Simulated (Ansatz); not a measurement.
`PBSP` + `C[SeH]` → `C[Se]P` + `PBS`  (ligand exchange at a P–S bond)

Isolated molecules relaxed with PBE0-D4/def2-TZVP in Ansatz; ΔE leaves out vibrations. CCSD(T)/CBS is the MP2 limit (def2-TZVPP, def2-QZVPP) plus CCSD(T) − MP2 in def2-TZVPP, frozen cores. Functionals use def2-TZVPP. B3LYP here is the variant with VWN-RPA as its local correlation; programs differ in this. For Se outer-core shells are correlated without core-valence functions, which leaves a few kJ/mol of doubt a bond. Scalar relativity is left out up to krypton. One conformer a species, not always the lowest.

```
             level  ΔE (kcal/mol)  difference from CCSD(T)/CBS
           PBE0-D4           -4.5                          0.0
          B3LYP-D4           -4.5                          0.0
          BHLYP-D4           -4.6                         -0.1
      CAM-B3LYP-D4           -4.3                          0.2
               PBE           -4.5                          0.0
              BLYP           -4.5                          0.0
              PBE0           -4.6                         -0.1
           r2SCANh           -4.7                         -0.2
           r2SCAN0           -4.8                         -0.3
RPA@PBE/def2-TZVPP           -4.2                          0.3
       HF/def2-SVP           -4.8                         -0.3
      MP2/def2-SVP           -5.1                         -0.6
  CCSD(T)/def2-SVP           -4.7                         -0.2
    MP2/def2-QZVPP           -4.5                          0.0
SCS-MP2/def2-QZVPP           -4.4                          0.1
     MP2/CBS(def2)           -4.6                         -0.1
       CCSD(T)/CBS           -4.5                            0
```

(1) What do rigid-rotor, harmonic-oscillator terms from PBE0-D4/def2-TZVP frequencies (298.15 K, 1 bar) make of the CCSD(T)/CBS value? (Best estimate.)

Largest T1 diagnostic among the species: 0.016.

Results:

(1) Ansatz gave: ΔZPE = +0.6 kcal/mol, ΔH = -4.1 kcal/mol, ΔS = 1 J/(mol·K), ΔG = -4.2 kcal/mol.

Leaving LDA and LC-ωPBE aside and taking each functional with its dispersion term where it has one, the values, not all of them listed here, spread over 0.6 kcal/mol, from r2SCAN0-D4 to B97M-V.
